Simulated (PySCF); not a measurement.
**Spin states of GaH⁺**

Unrestricted PBE0; basis Ga cc-pVDZ-PP with ECP10, H cc-pVDZ; scalar-relativistic core potentials; PySCF 2.14. Outer shells of the fragments: Ga+ 3d10 4s2; H 1s1.

Followed along the bond (rough minima from three points):

| 2Ms+1 | unpaired | ⟨S²⟩ at the start | R at minimum (Å) | Te (eV) |
| --- | --- | --- | --- | --- |
| 2 | σ ↑ | 0.76 | 1.70 | 0.00 |
| 4 | σ ↑↑, π ↑ | 3.75 | none in the scan | ≤ 6.43 |

Solutions found at the starting distance of 1.625 Å, counted from the lowest of them; the search is not exhaustive and high or unbound solutions are not listed, so other states can lie among these:

```tsv
2Ms+1	unpaired	term	E (eV)	⟨S²⟩	⟨Lz²⟩	μ (D)
2	σ ↑	²Σ⁺	0.00	0.76	0.00	0.41
2	π ↑	²Π	4.07	0.81	1.00	0.22
4	σ ↑↑, π ↑	⁴Π	7.07	3.75	1.00	1.98
```

A term symbol is given only where ⟨S²⟩ and ⟨Lz²⟩ are close to those of a pure state; real π, δ and φ orbitals otherwise mix terms. A positive dipole points towards H; it is taken about the centre of mass and depends on that origin.

Spin–orbit coupling is left out. Counting both spins, an empty level lies below a filled one in some of these solutions, because spin and occupation are held.
